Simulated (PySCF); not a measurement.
The PySCF input:
```python
from pyscf import gto, scf, cc

mol = gto.Mole()
mol.atom = '''
    F     0.60583172   -0.46165382   -1.39611638
    S     0.00000000    0.00000000    0.00000000
    F     1.29819968   -0.54124302    0.74231451
    F    -0.69061044   -1.42240255    0.17066190
    F    -1.29819968    0.54124302   -0.74231451
    F     0.69061044    1.42240255   -0.17066190
    F    -0.60583172    0.46165382    1.39611638
'''
mol.basis = 'sto-3g'
mol.verbose = 5
mol.build()

mf = scf.RHF(mol)
mf.kernel()

mycc = cc.CCSD(mf)
mycc.direct = True
mycc.kernel()
et = mycc.ccsd_t()
print('E(CCSD(T)) = %.10f' % (mycc.e_tot + et))
mf.analyze()
```

Task: Estimate the SCF-reference HOMO energy that PySCF with CCSD(T)/STO-3G returns for this input.

Result: -11.27 eV

Task: Estimate the nuclear repulsion energy that CCSD(T)/STO-3G returns for this input.

Result: 556.6052 Eh

Task: Estimate the coupled-cluster correlation energy (without the perturbative part) that CCSD(T)/STO-3G returns for this input.

Result: -0.1741 Eh
